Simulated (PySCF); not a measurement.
Species: ClH11Si5.
Bonds: Si1–Si2, Si2–Si3, Si2–Si4, Si2–Si5, Si5–Cl6. Hydrogens: H7, H8, H9 on Si1; H10, H11, H12 on Si3; H13, H14, H15 on Si4; H16, H17 on Si5.

The closed-shell SCF was solved with PySCF and density fitting under several settings on one GFN2-xTB geometry (grid level 2 and gas phase unless stated).

| settings | basis functions | SCF cycles | E (Eh) | HOMO (eV) | LUMO (eV) | dipole (D) |
| --- | --- | --- | --- | --- | --- | --- |
| PBE0/pcSseg-1 | 199 | 11 | -1913.4786 | -8.14 | -0.95 | 1.57 |
| PBE0/def2-SVPD | 235 | 12 | -1912.9646 | -8.06 | -0.98 | 1.39 |

Q: Estimate the rows for these settings: (1) WP04/cc-pVDZ, fitting basis def2-universal-jkfit; (2) PBE/pcSseg-1, IEF-PCM tetrahydrofuran, fitting basis def2-universal-jkfit.

A: 
| settings | basis functions | SCF cycles | E (Eh) | HOMO (eV) | LUMO (eV) | dipole (D) |
| --- | --- | --- | --- | --- | --- | --- |
| WP04/cc-pVDZ, fitting basis def2-universal-jkfit | 163 | 10 | -1935.0917 | -9.12 | -2.39 | 1.50 |
| PBE/pcSseg-1, IEF-PCM tetrahydrofuran, fitting basis def2-universal-jkfit | 199 | 9 | -1913.3008 | -6.87 | -1.52 | 1.91 |

Q: Over all rows, what range does the HOMO–LUMO gap span?

A: From 5.35 eV (PBE/pcSseg-1, IEF-PCM tetrahydrofuran, fitting basis def2-universal-jkfit) to 7.19 eV (PBE0/pcSseg-1). The functional of the narrowest has no exact exchange, that of the widest 25 % exact exchange.

Q: Compare two rows with the functional PBE0: PBE0/pcSseg-1 and PBE0/def2-SVPD. Which energy is lower, and by how much?

A: PBE0/pcSseg-1 (199 functions) lies 0.5140 Eh or 323 kcal/mol below PBE0/def2-SVPD (235 functions). The smaller set gives the lower energy; the two sets aren't nested, so the variational bound doesn't order them by size.

Cycle counts include a coarse-grid stage where the run had one. WP04 was designed for NMR shieldings or shifts; total energies of different functionals aren't comparable. The species at its GFN2-xTB geometry.

The values belong to the conformer `[SiH3:1][Si:2]([SiH3:3])([SiH3:4])[SiH2:5][Cl:6]`: Si1–Si2–Si5–Cl6 -60°.
